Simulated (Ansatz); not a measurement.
Ansatz results at the PBE0-D4/def2-TZVP geometry: size of the dipole moment (ωB97M-V/def2-TZVPP) 1.65 D; LUMO energy (B3LYP/def2-TZVPP) -0.61 eV; LUMO energy (PBE0/def2-TZVPP) -0.42 eV.

Task: Which molecule gave them?
A. `FC1CCCO1`
B. `C=C[SiH2][SiH2]F`
C. `C[Si@H]1[SiH2][C@H]1F`
D. `F[C@H]1C[Si@H]1[SiH3]`

Result: D. The others give `FC1CCCO1`: 2.60, 0.83, 1.19; `C[Si@H]1[SiH2][C@H]1F`: 2.59, -1.27, -1.10; `C=C[SiH2][SiH2]F`: 1.50, -1.06, -0.87.

B3LYP here is the variant with VWN-RPA as its local correlation; programs differ in this.
